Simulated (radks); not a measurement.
Ionisation of the rhenium ion Re3+, [Xe] 4f14 5d4, to [Xe] 4f14 5d3 as the strength of local exchange is varied. All-electron calculation, scalar-relativistic Kohn-Sham, Slater X-alpha exchange (alpha = 2/3 is LDA exchange), no correlation, spin-unpolarised, spherical densities, finite nucleus; Fermi nuclear charge, rms radius 5.3698 fm. Program: a radial shooting solver on a logarithmic mesh with Libxc functionals.

| alpha | E(Re3+) (hartree) | exchange (hartree) | IE (eV) | -e of the level emptied (eV) | <r> of it (bohr) |
|---|---|---|---|---|---|
| 0.633 | -16654.3908 | -296.1003 | 37.552 | 31.329 (5d) | 1.704 |
| 0.66 | -16667.0898 | -308.9775 | 38.037 | 31.783 (5d) | 1.694 |
| 0.667 | -16670.3838 | -312.3193 | 38.163 | 31.901 (5d) | 1.691 |
| 0.68 | -16676.5030 | -318.5292 | 38.399 | 32.122 (5d) | 1.687 |
| 0.818 | -16741.6062 | -384.7369 | 40.955 | 34.526 (5d) | 1.639 |
| 0.832 | -16748.2257 | -391.4830 | 41.221 | 34.776 (5d) | 1.634 |
| 0.892 | -16776.6260 | -420.4560 | 42.370 | 35.861 (5d) | 1.615 |
| 0.896 | -16778.5211 | -422.3910 | 42.447 | 35.934 (5d) | 1.613 |

NIST Atomic Spectra Database: 39 +/- 1.7 eV (theoretical). The Delta-SCF value meets it near alpha = 0.72. Spin polarisation and multiplet splitting are left out, so open shells lie too high by an amount that depends on their filling. Spin-orbit splitting is averaged out at the scalar-relativistic level.

Beside tabulated values, note that spin-unpolarised runs miss the spin-polarisation part of the exchange energy of open shells.
